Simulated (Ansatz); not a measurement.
Consider the ligand exchange at the Si–O bond: `[SiH3]O[Si]Br` + `OBS` → `OBS[SiH3]` + `O[Si]Br`.

Computed with Ansatz on PBE0-D4/def2-TZVP structures; ΔE is electronic, products minus reactants. CCSD(T)/CBS adds triple-zeta CCSD(T) − MP2 to the extrapolated MP2 energy (def2 sets, frozen cores). DFT in def2-TZVPP. For Br outer-core shells are correlated without core-valence functions, which leaves a few kJ/mol of doubt a bond. Scalar relativity is left out up to krypton. Each species was taken in one conformer, which may not be the lowest.

`[SiH3]O[Si]Br`:

```xyz
7

Si    0.547    0.314   -0.697
O    -0.660    0.766    0.354
Si   -1.618    0.248    1.562
Br   -0.943   -1.931    1.791
H     1.737   -0.122    0.070
H     0.061   -0.782   -1.567
H     0.875    1.507   -1.513
```

`OBS`:

```xyz
6

O     0.421    1.387   -0.362
B    -0.174    0.175   -0.315
S     0.261   -1.042    0.956
H     1.080    1.547    0.319
H    -1.000   -0.076   -1.138
H    -0.588   -1.991    0.539
```

`OBS[SiH3]`:

Cartesian coordinates in Å:
```
O -0.031 0.378 -1.904
B 1.086 0.582 -1.182
S 1.302 0.334 0.615
Si -0.565 -0.458 1.286
H -0.796 0.092 -1.392
H 2.059 0.978 -1.747
H -0.482 -1.924 1.489
H -1.635 -0.190 0.279
H -0.938 0.208 2.556
```

`O[Si]Br`:

Z-matrix (Å, degrees):
```
O
Si 1 1.636
H 1 0.963 2 120.7
Br 2 2.289 1 101.2 3 0.0
```

```
             level  ΔE (kcal/mol)
           ωB97X-V           11.3
           LC-ωPBE           10.1
SCS-MP2/def2-TZVPP           13.1
    MP2/def2-QZVPP           11.3
```

(1) What does CCSD(T)/CBS give? (Best estimate.)

Largest T1 diagnostic among the species: 0.014.

Answers

(1) Computed: +11.3 kcal/mol. The listed levels differ from it by 0.0, -1.2, 1.8, 0.0 kcal/mol.

Leaving LDA and LC-ωPBE aside and taking each functional with its dispersion term where it has one, the values, not all of them listed here, spread over 6.7 kcal/mol, from revPBE-D4 to BHLYP-D4. From PBE to PBE0 (25 % exact exchange), in def2-TZVPP and without D4, ΔE moves by +1.3 kcal/mol. In def2-TZVPP, CCSD(T) changes the Hartree–Fock value by −4.6 kcal/mol (the triples alone add −1.0 kcal/mol) and MP2 by −5.0 kcal/mol.
